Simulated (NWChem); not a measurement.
System meant: Si2H4F2; SMILES F[SiH]([SiH3])F

Here is an NWChem input.

```
start job
memory heap 200 mb stack 900 mb global 1100 mb
geometry units angstroms noautoz
  Si     0.000709     1.731048    -0.102714
  Si     0.000289    -0.568390     0.367385
  F      1.317029    -1.246079    -0.325636
  F     -1.314955    -1.246186    -0.328388
  H      0.003711     1.934666    -1.591811
  H      1.225846     2.366063     0.495928
  H     -1.227105     2.365532     0.490966
  H     -0.001212    -0.955581     1.815971
end
basis spherical
  * library def2-svp
end
dft
  xc b3lyp
  iterations 4
  mulliken
end
task dft energy
```

End of the output:

```
    Atom       Charge   Shell Charges
 -----------   ------   -------------------------------------------------------
    1 Si  14    13.76   2.00  1.94  0.71  0.37  5.82  1.34  1.40  0.19
    2 Si  14    13.47   2.00  1.93  0.67  0.35  5.81  1.18  0.90  0.62
    3 F    9     9.22   1.98  1.02  0.77  3.22  2.22  0.01
    4 F    9     9.22   1.98  1.02  0.77  3.22  2.22  0.01
    5 H    1     1.07   0.63  0.42  0.02
    6 H    1     1.08   0.64  0.42  0.02
    7 H    1     1.08   0.64  0.42  0.02
    8 H    1     1.11   0.65  0.43  0.02

 center of mass
 --------------
 x =  -0.03475710 y =  -0.15855347 z =   0.00000000

 moments of inertia (a.u.)
 ------------------
         842.301100264712           0.000002158645           0.000000000000
           0.000002158645         297.004968438225           0.000000000000
           0.000000000000           0.000000000000         647.668408229484

     Multipole analysis of the density
     ---------------------------------

     L   x y z        total         alpha         beta         nuclear
     -   - - -        -----         -----         ----         -------
     0   0 0 0     -0.000000    -25.000000    -25.000000     50.000000

     1   1 0 0      0.396636      0.198318      0.198318      0.000000
     1   0 1 0      0.588826      0.294413      0.294413     -0.000000
     1   0 0 1      0.000000      0.000000      0.000000      0.000000

     2   2 0 0    -27.982771    -32.358731    -32.358731     36.734692
     2   1 1 0     -0.757157      2.331536      2.331536     -5.420229
     2   1 0 1     -0.000000     -0.000000     -0.000000      0.000000
     2   0 2 0    -29.673707   -175.975611   -175.975611    322.277514
     2   0 1 1     -0.000000     -0.000000     -0.000000      0.000000
     2   0 0 2    -30.620759    -76.342648    -76.342648    122.064538

 ------------------------------------------------------------------------
 dft energy failed                                                                                  0
 ------------------------------------------------------------------------
 ------------------------------------------------------------------------
  current input line :
    21: task dft energy
 ------------------------------------------------------------------------
 ------------------------------------------------------------------------
 This type of error is most commonly associated with calculations not reaching convergence criteria
 ------------------------------------------------------------------------
 For more information see the NWChem manual at https://nwchemgit.github.io

0:dft energy failed:Received an Error in Communication
```

Task: Find the fault in this run and fix the input.

Result: The run did not converge; its last values are not results. Cause: the SCF was allowed too few iterations. This input runs:
```
start job
memory heap 200 mb stack 900 mb global 1100 mb
geometry units angstroms noautoz
  Si     0.000709     1.731048    -0.102714
  Si     0.000289    -0.568390     0.367385
  F      1.317029    -1.246079    -0.325636
  F     -1.314955    -1.246186    -0.328388
  H      0.003711     1.934666    -1.591811
  H      1.225846     2.366063     0.495928
  H     -1.227105     2.365532     0.490966
  H     -0.001212    -0.955581     1.815971
end
basis spherical
  * library def2-svp
end
dft
  xc b3lyp
  iterations 150
  mulliken
end
task dft energy
```
It converges to -780.88015 Ha (B3LYP/def2-SVP).
